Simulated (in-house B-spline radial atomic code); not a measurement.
Configurations of the zinc ion Zn⁺, with energies counted from [Ar] 3d10 4s1. All numbers are computed (Dirac-Hartree-Fock, average of configuration; Fermi nucleus of rms radius 3.9283 fm) with a B-spline radial code for spherical atoms, not measured. Energies include first-order Breit, QED and recoil terms.

Occupations are held fixed; configurations that lie above the ionisation limit could autoionise.

```csv
configuration,E - E(ref) (eV),highest orbital,its <r> (bohr)
[Ar] 3d10 5s1,10.078,5s1/2,6.115
[Ar] 3d10 8s1,15.247,8s1/2,25.74
[Ar] 3d10 (6f7/2)1,15.321,6f7/2,23.96
[Ar] (3d3/2)3 (3d5/2)6 4s1 (6d5/2)1,23.204,6d5/2,17.45
[Ar] (3d3/2)4 (3d5/2)5 4s1 (6g7/2)1,23.521,6g7/2,22
[Ne] 3s2 (3p1/2)2 (3p3/2)3 3d10 4s1 (8f5/2)1,106.75,8f5/2,44.82
```

**Question.** Order these further configurations by energy, lowest first.
A. [Ne] 3s2 (3p1/2)2 (3p3/2)3 3d10 4s1 (5g9/2)1
B. [Ar] 3d10 (7p1/2)1
C. [Ne] 3s2 (3p1/2)2 (3p3/2)3 3d10 4s1 (7g7/2)1
D. [Ar] 3d10 (6g9/2)1
E. [Ne] 3s2 (3p1/2)1 (3p3/2)4 3d10 4s1 (4f5/2)1

**Answer.** B (14.86 eV), D (15.323 eV), A (105.43 eV), C (106.49 eV), E (107.21 eV).

**Question.** How far above the reference does [Ne] 3s2 (3p1/2)1 (3p3/2)4 3d10 4s1 (5p3/2)1 lie?

**Answer.** 105.15 eV; its least bound orbital is 5p3/2 with <r> = 7.122 bohr.

**Question.** How far above the reference does [Ar] (3d3/2)3 (3d5/2)6 4s1 (5f5/2)1 lie?

**Answer.** 23.179 eV; its least bound orbital is 5f5/2 with <r> = 15.65 bohr.
